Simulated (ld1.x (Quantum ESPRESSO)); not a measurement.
Pseudopotential generation for Ca: TM, LDA (PZ), scalar-relativistic.

ld1.x (Quantum ESPRESSO) 7.5 input, shortened:

```
&input
   title='Ca', zed=20., rel=1, dft='PZ', iswitch=3,
   config='[Ar] 3d1 4s1 4p0'
 /
 &inputp
   pseudotype=2, tm=.true., lloc=-2, rcloc=3.10,
   nlcc=.true., new_core_ps=.true., rcore=1.60
 /
3
4S  1  0   1.00   0.00  3.50  3.50  0.0
4P  2  1   0.00   0.00  4.20  4.20  0.0
3D  3  2   1.00   0.00  3.40  3.40  0.0
 &test
   configts(1)='3d1 4s1 4p0'
 /
```

- Cutoffs needed: 18 Ry and 21 Ry (the cutoffs (Ry, on a coarse ladder) from which the occupation-weighted sum of valence levels, in a spherical-Bessel basis at the reference potential, stays within 10 and 1 mRy of its value at 400 Ry)
- Ghost test: no extra level below or beside the all-electron valence levels (s, p, d, f tested) (spherical-Bessel basis up to 400 Ry, 20 bohr box)
- Largest excitation error: -48 meV (all-electron minus pseudo) for 3d0 4s0 4p2, out of 7 test configurations
